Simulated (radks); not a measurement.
Results of a calculation; reference values are marked as such.
Species: Lu50+. Configuration: [Ne] 3s2 3p4 3d3 4p2 (not the ground configuration).

Code: a radial shooting solver on a logarithmic mesh with Libxc functionals. Model: scalar-relativistic Kohn-Sham, r2SCAN, spin-unpolarised, spherical densities, finite nucleus; meta-GGA in the generalised Kohn-Sham scheme; Fermi nuclear charge, rms radius 5.37 fm.

Energy parts (hartree):
part                       energy
total                 -12128.1516
kinetic                13441.9931
electron-nucleus      -27032.8659
Hartree                 1639.2511
exchange-correlation    -176.5300

Orbitals (lengths in bohr, moments of r in powers of bohr):
| orbital | occ. | eigenvalue (hartree) | <r^4> | <1/r> | <r^2> |
|---|---|---|---|---|---|
| 1s | 2 | -2451.005 | 7.072e-07 | 82.20 | 0.0005121 |
| 2s | 2 | -517.1631 | 0.0001038 | 19.35 | 0.007784 |
| 2p | 6 | -470.0968 | 0.00007928 | 17.68 | 0.006359 |
| 3s | 2 | -195.0318 | 0.003050 | 7.638 | 0.04556 |
| 3p | 4 | -180.8006 | 0.003048 | 7.138 | 0.04475 |
| 3d | 3 | -166.3752 | 0.002075 | 6.769 | 0.03528 |
| 4p | 2 | -94.05363 | 0.03974 | 3.719 | 0.1691 |

The highest occupied level is 4p at -2559.3 eV. The density falls to 0.001 e/bohr^3 at r = 0.91 bohr.
